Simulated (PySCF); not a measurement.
Working out the electron affinity of Ba

Ba⁻ [Xe] 5d1 6s2 (2D) → Ba [Xe] 6s2 (1S). Calculation: PySCF 2.14, in def2-TZVPPD with the def2 core potential (46 electrons) (6s4p3d1f, 40 functions); scalar relativity through the core potential. Frozen: 5s2 5p6. Energies in hartree (1 hartree = 27.21139 eV):

| part | Ba⁻ (lower) | Ba (upper) |
| --- | --- | --- |
| UHF | -25.056290 | -25.094895 |
| CCSD correlation | -0.034736 | -0.021991 |
| (T) | -0.002015 | 0.000000 |

Problem. What does Hartree-Fock give?

Solution. (-25.094895) − (-25.056290) = -0.038605 hartree = -1.050 eV.

Problem. What do CCSD and CCSD(T) give?

Solution. The CCSD correlation energies differ by 0.012745 hartree = 0.347 eV and the triples by 0.002015 hartree = 0.055 eV, so CCSD gives -0.703 eV and CCSD(T) -0.648 eV.

The coupled-cluster amplitudes are large, so a single reference is strained.

The configuration of this anion was assumed by filling the next shell in order. It is not the known or likely ground configuration (Ca⁻, Sr⁻ and Ba⁻, for instance, bind a p electron), so these values are not the electron affinity of the element.
